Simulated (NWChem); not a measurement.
Species: C$_{3}$H$_{5}$FSi; SMILES FC1=CC[SiH2]1

```xyz
10

F     -0.2562     2.0914     0.0000
C      0.0129     0.7967     0.0000
C      1.2247     0.2104     0.0000
C      0.9677    -1.2865     0.0000
Si    -0.8896    -0.8446     0.0000
H      2.2064     0.7016     0.0000
H      1.3445    -1.8093    -0.8941
H      1.3445    -1.8093     0.8941
H     -1.6839    -1.2026    -1.2139
H     -1.6839    -1.2026     1.2139
```
Atoms are numbered in this order, from 1.

All runs: NWChem. Medium grid unless said otherwise, to which SCAN and Minnesota functionals are sensitive. Structure relaxed at the PBE0/def2-SVP level.

Problem. Estimate the computed values for M06-2X/def2-TZVP. Quantities: highest occupied level (eV); orbital gap (eV); dipole (D).

Solution. 
```
Quantity                     Value
---------------------------  -----
highest occupied level (eV)  -8.63
orbital gap (eV)              9.36
dipole (D)                    1.62
```
